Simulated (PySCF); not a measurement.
Question: Give a PBE0-D3(BJ)/def2-SVP geometry of `O=CC1=C=CCCCCCC1`.

Answer: 
```
atom  x, y, z in Å
O1     3.1841   -2.2078   -1.0429
C2     2.8841   -1.0948   -0.6873
C3     1.7256   -0.7887    0.1828
C4     1.4816    0.4788    0.4674
C5     1.1232    1.7120    0.7114
C6     0.1393    2.4781   -0.1497
C7    -1.2776    1.8930   -0.1797
C8    -1.3498    0.4385   -0.6632
C9    -1.3656   -0.6271    0.4485
C10   -0.5827   -1.9083    0.1319
C11    0.8537   -1.9265    0.6629
H12    3.4765   -0.2001   -1.0022
H13    1.5308    2.2029    1.6049
H14    0.1018    3.5208    0.1998
H15    0.5248    2.5137   -1.1825
H16   -1.7395    1.9769    0.8193
H17   -1.8777    2.5387   -0.8411
H18   -2.2498    0.3063   -1.2852
H19   -0.5049    0.2514   -1.3468
H20   -2.4143   -0.8836    0.6701
H21   -0.9740   -0.1953    1.3843
H22   -0.5760   -2.0802   -0.9583
H23   -1.0992   -2.7794    0.5661
H24    0.8286   -1.9143    1.7651
H25    1.3539   -2.8590    0.3607
```

Orientation and origin are arbitrary. Atoms count from 1 in this order. The 10 C–C bonds span 1.307 Å (C4=C5, drawn double) to 1.540 Å (C8–C9, drawn single), a spread of 0.233 Å. Of the pairs four or more bonds apart, O1···H25 is among the closest relative to their van der Waals radii: 2.40 Å, 88 % of the sum of Bondi's values. The 9-membered ring C3–C4–C5–C6–C7–C8–C9–C10–C11 has internal angles of 114.3° to 174.5°; it is puckered, 0.32 Å rms from its mean plane.

Bonds between heavy atoms (Å): O1=C2 1.206, C2–C3 1.481, C3=C4 1.322, C4=C5 1.307, C5–C6 1.515, C6–C7 1.533, C7–C8 1.534, C8–C9 1.540, C9–C10 1.534, C10–C11 1.532, C3–C11 1.512.

Computed with PBE0-D3(BJ)/def2-SVP geometry optimisation, gas phase (PySCF 2.14.0).

Point group: C1 (no symmetry element, even within 0.4 Å). PBE0-D3(BJ)/def2-SVP frequencies: not computed here. One conformer, not necessarily the lowest (O1–C2–C3–C4 -178°, C4–C5–C6–C7 63°, C5–C6–C7–C8 -58°, C6–C7–C8–C9 96°, C7–C8–C9–C10 -143°).
